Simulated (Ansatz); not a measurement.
CH$_{3}$GaI, SMILES `[CH3][Ga][I]` radical. Charge 0, multiplicity 2. I: def2 effective core potential.

```xyz
6

C    -0.704   -0.338    0.021
Ga    1.257   -0.383   -0.382
I     2.603    1.720    0.088
H    -1.262   -0.511   -0.900
H    -0.952    0.639    0.437
H    -0.942   -1.127    0.736
```

(1) List the harmonic frequencies (cm⁻¹, unscaled) at PBE0-D4/def2-TZVP in Ansatz. (Estimate.)

(2) Is this a minimum?

## Answers

(1) Ansatz gave: 61i, 115, 221, 511, 650, 694, 1160, 1428, 1434, 3055, 3157, 3168.

(2) No: 1 imaginary mode, so it is a saddle point.
